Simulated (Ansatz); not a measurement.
**A barrier at the coupled-cluster level**

Start structure (InSiH5Cl2, singlet), relaxed at PBE0-D4/def2-TZVP:

```
9
angstrom
In 0.1437 -0.7590 -2.5087
H -2.0393 -0.6659 -0.7337
Cl -2.5444 0.4289 -1.2764
Cl -0.6158 -2.1773 -0.5638
H -0.3842 0.4973 1.5309
Si 1.0042 0.6229 1.0350
H 0.9804 0.7916 -0.4519
H 1.8103 -0.5753 1.3638
H 1.6453 1.8366 1.6047
```

The step: InCl + SiH₄ + HCl → SiH₃Cl ([SiH3][Cl]) + InCl + H₂; bonds formed: In1–Cl3, H2–H5, Cl4–Si6; bonds broken: In1–Cl4, H2–Cl3, H5–Si6. Program: Ansatz 0.2.0. Basis: def2-TZVPP and def2-QZVPP. Cores are frozen in the correlated methods. Filled d shells of the heavier atoms are correlated. Core potentials replace the inner electrons of the atoms past krypton. The def2 sets are not built for correlating such inner shells, so the correlated values are less sure here. Extrapolation: Hartree–Fock as exp(−7.88 √X), correlation as X^−2.97. Energies below are by CCSD(T) at an estimated basis limit (MP2 extrapolated from triple and quadruple zeta, plus CCSD(T) − MP2 in triple zeta).

Task: What are the electronic barrier and the energy of the step, from the start structure to the end structure? (Judge from chemistry; the value comes from the calculation.)

Result: Computed: Barrier 119.1 kJ/mol; step energy -59.5 kJ/mol (downhill); reverse barrier, their difference, 178.6 kJ/mol. Barrier and step energy count from the start structure, the reverse barrier from the end structure.

The saddle point: One imaginary mode of 402i cm⁻¹.
| pair | start (Å) | saddle (Å) | end (Å) |
| --- | --- | --- | --- |
| In1–Cl3 | 3.19 | 2.67 | 2.45 |
| H2–H5 | 3.04 | 0.90 | 0.75 |
| Cl4–Si6 | 3.61 | 2.40 | 2.08 |
| In1–Cl4 | 2.52 | 2.74 | 3.25 |
| H2–Cl3 | 1.32 | 1.69 | 3.16 |
| H5–Si6 | 1.48 | 1.68 | 4.17 |

Zero-point energy (harmonic, PBE0-D4): ZPE is 108.5 kJ/mol at the start and 110.6 kJ/mol at the saddle, so the barrier goes from 119.1 to 121.2 kJ/mol.

T1 diagnostic: at most 0.014.

Labels in which every atom is bracketed show which atoms are joined, not bond orders.

For scale, one of the runs: CCSD(T)/def2-TZVPP, 246 basis functions, launched by `ansatz run in.yaml --threads 8 --pin off --events-out ev --progress --plain --max-ram 19148MiB`. The run took 110 s on 8 CPU threads of an Arm Neoverse V1 (shared host), with 4.9 GiB of host memory at its peak.
